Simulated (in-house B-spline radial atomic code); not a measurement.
The numbers below are computed, except where a source is named.
**Ghost states of the separable form: I**

I, [Kr] 4d10 5s2 5p5, non-relativistic PBE, spherical and spin-unpolarised, from an all-electron radial atomic-structure program (B-spline basis) (atomic units; all potentials screened as in the neutral atom).

Troullier-Martins channels: 5s (ε = -0.5886, r_c = 1.865 bohr), 5p (ε = -0.2626, r_c = 2.061 bohr). In the Kleinman-Bylander form one channel serves as the local potential, and each other channel l becomes |δV u><u δV|/<u|δV|u>, with δV = V_l − V_local and u the pseudo-orbital. Its strength is E_KB = <u|δV²|u>/<u|δV|u>. By the analysis of Gonze, Stumpf and Scheffler a spurious state lies below the reference level ε if E_KB > 0 and ε is above the second level of the local potential alone, or if E_KB < 0 and ε is above its first. The table's levels are those of angular momentum l in a sphere of 9 bohr, whose wall can lift a shallow ε a little above its free-atom value.

```
local  channel   <u δV u>  <u δV² u>        ε  first local level  second local level
    p        s  -0.039261   0.085202  -0.5886            -0.5663              0.0174
    s        p   0.029017   0.040648  -0.2625            -0.2973              0.0866
```

(1) Apply the rule to each row.

Diagonalising the separable Hamiltonian gives:

| local | channel | three lowest levels | all-electron, two lowest valence levels |
| --- | --- | --- | --- |
| p | s | -0.5886, 0.0173, 0.3070 | -0.5886, 0.0200 |
| s | p | -0.2625, 0.0927, 0.4232 | -0.2625, 0.0929 |

(2) Which choices of local channel are safe?

Answers

(1) Local p, channel s: E_KB = -2.17, so ε = -0.5886 is set against -0.5663: no ghost. Local s, channel p: E_KB = +1.4, so ε = -0.2625 is set against 0.0866: no ghost.

(2) All are free of ghosts. Among the safe choices the second level, which tests transfer, is off by at most 0.2 millihartree (s local), 2.7 millihartree (p local).
